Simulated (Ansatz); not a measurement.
Geometry optimisation, Ansatz, RHF/def2-SVP.

Input:

```yaml
crystal:
  periodic: [false, false, false]
  atoms:
    - { symbol: In, position_ang: [0.029275, -0.665684, -0.565063] }
    - { symbol: Cl, position_ang: [0.026604, 0.026711, 3.001493] }
    - { symbol: Cl, position_ang: [2.036657, 0.314788, -1.196223] }
    - { symbol: Cl, position_ang: [-2.018974, 0.24047, -1.175816] }
    - { symbol: Br, position_ang: [0.075965, -2.948813, 0.647229] }
    - { symbol: H, position_ang: [0.040974, -1.287273, 2.84428] }
basis:
  gaussian: { orbitals: def2-SVP }
hamiltonian:
  xc: hf
relax:
  f_tol: 0.03
  max_steps: 50
output:
  orbitals: {}
```

Command:

```bash
$ ansatz run input.yaml --threads 2 --pin off --max-ram 3072MiB --backend cpu --events-out ev --progress --plain --runs-dir out
```

Problem. Where does it end, and by what steps?

Solution. It converged. After 12 steps the energy has fallen by 0.237 eV; Cl2 moved furthest, 0.50 Å.

```tsv
step	energy less start (eV)	largest force component (eV/Å)	accepted
0	0.0000	1.452	yes
1	-0.0963	1.354	yes
2	-0.1711	1.529	yes
3	-0.1133	1.219	no
4	-0.2275	0.534	yes
5	-0.2280	0.167	yes
6	-0.2324	0.103	yes
7	-0.2314	0.110	no
8	-0.2352	0.054	yes
9	-0.2362	0.064	yes
10	-0.2366	0.057	yes
11	-0.2366	0.046	yes
12	-0.2367	0.006	yes
```

```xyz
6
Properties=species:S:1:pos:R:3
In 0.029 -0.736 -0.344
Cl 0.022 0.089 2.504
Cl 2.021 0.315 -0.963
Cl -2.003 0.240 -0.952
Br 0.076 -3.118 0.364
H 0.045 -1.110 2.946
```

Whether the end is a true minimum wasn't checked by a vibrational analysis.

Time of the run: 38 s on 2 threads of Arm Neoverse V1, with other jobs on the host, peak memory 0.33 GiB.
